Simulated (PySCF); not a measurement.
N-methyl-N-silylethenamine (C3H9NSi), SMILES CN(C=C)[SiH3].

The structure is a stationary point at B3LYP-D3(BJ)/def2-SVP. Other conformers were not sampled.

Two levels are set side by side: PBE/def2-TZVP (PySCF) and CAM-B3LYP/def2-TZVP (PySCF). Same geometry, gas phase. Differences are taken from unrounded values.

```tsv
quantity	PBE
orbital gap (eV)	4.45
highest occupied level (eV)	-4.87
lowest empty level (eV)	-0.42
dipole moment (D)	1.43
mean polarisability (bohr³)	75.2
```

Task: These are the PBE values. What does CAM-B3LYP give? (The exact figures need the calculation; the answer reports its results.)

Result: 
| quantity | CAM-B3LYP | PBE minus CAM-B3LYP |
|---|---|---|
| orbital gap (eV) | 8.77 | -4.32 |
| highest occupied level (eV) | -7.23 | 2.36 |
| lowest empty level (eV) | 1.53 | -1.96 |
| dipole moment (D) | 1.42 | 0.01 |
| mean polarisability (bohr³) | 71.7 | 3.4 |

PBE's occupied levels lie high since its potential decays too fast outside the molecule; exact exchange lowers them and widens the gap. PBE's more diffuse valence density responds more strongly to a field. Differences between two approximate levels are no errors against the true value.

Rough cost on one machine, each run with all the roots and properties that it gave: CAM-B3LYP against PBE within a factor of 2.
